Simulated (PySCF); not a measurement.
# Dipole moment and polarisability of `F[Se](F)(F)F`

Compound: SeF₄.
Structure used (PBE0-D3(BJ)/def2-SVP), in Å, numbered top down from 1:
```xyz
5
SeF4 angstrom
Se    -0.240   -0.444   -0.004
F     -0.193   -0.301    1.768
F     -0.131   -0.298   -1.773
F      1.436   -0.102    0.025
F     -0.871    1.146   -0.015
```

Level: wB97X-D/def2-SVPD (PySCF), static field, nuclei fixed, core orbitals frozen in the response. The polarisability tensor in these axes (au):

```
x   31.27 -1.72 -0.14
y   -1.72 29.02 -0.04
z   -0.14 -0.04 39.07
```

Task: Give the principal values, the mean and the anisotropy Δα = √{½[(α1 − α2)² + (α2 − α3)² + (α1 − α3)²]}.

Result: Principal values 28.09, 32.20 and 39.07 au; mean 33.12 au = 4.91 Å³ = 5.46 × 10⁻⁴⁰ C²·m²/J; Δα = 9.61 au (29 % of the mean).

Task: What is the dipole moment, and where does it point?

Result: (-0.91, -1.69, -0.02) D, 1.92 D in size, pointing from the negative to the positive side. Measured along this direction, the outermost atoms are F5 and F4 at the negative end and Se1 at the positive end.

Task: What would n − 1 = 2πNα be for an ideal gas of these molecules at 400 K and 1 atm, electronic part alone?

Result: N = p/kT = 1.8347 × 10¹⁹ cm⁻³, so n − 1 = 2π × N × 4.91 × 10⁻²⁴ cm³ = 566 × 10⁻⁶ at long wavelengths.

Task: Give the eigenvalues of the traceless quadrupole moment Θ = ½Σq(3rr − r²1), origin at the centre of nuclear charge.

Result: -7.80, 2.77, 5.04 D·Å. The values depend on the origin, since the dipole doesn't vanish. The electronic extent ⟨r²⟩ about the same centre is 453 bohr², a root-mean-square distance of 1.35 Å for the 70 electrons.

Task: Rayleigh depolarisation ratio (linearly polarised light, static tensor)?

Result: ρ = 3Δα²/(45ᾱ² + 4Δα²) = 277.1/(49364 + 369.5) = 0.00557.

Task: Find the Langevin capture rate constant for H3O+ (19.018 u) meeting this molecule (155.910 u), k = 2.342 × 10⁻⁹ cm³/s × √(α in Å³ / reduced mass in u).

Result: The reduced mass is 16.95 u, so k = 1.26 × 10⁻⁹ cm³/s. The formula leaves out the permanent dipole, which adds to the capture rate.

Task: In TDDFT the mean static polarisability is Σ f/ω² over all singlet excitations (ω in hartree). How much of it do the 10 lowest give? Their energies (eV) and oscillator strengths: 6.28, 0.0424; 7.52, 0.0000; 7.52, 0.0512; 7.56, 0.0080; 7.95, 0.0002; 8.15, 0.0000; 8.75, 0.0000; 8.80, 0.0062; 8.92, 0.0033; 9.12, 0.0000.

Result: They add up to 1.66 au, 5.0 % of the 33.12 au; the largest single term is 0.80 au, from the state at 6.28 eV. Terms in order: 0.80, 0.00, 0.67, 0.10, 0.00, 0.00, 0.00, 0.06, 0.03, 0.00 au. Higher excitations give the rest. The strengths listed sum to 0.111.

Geometry: PBE0-D3(BJ)/def2-SVP; no solvent, vibrations or thermal averaging. The calculation is non-relativistic, for selenium too.

The run behind these numbers computed excited states as well. Hardware: one thread, Arm Neoverse V1 (shared host). Cost: 13 s wall.
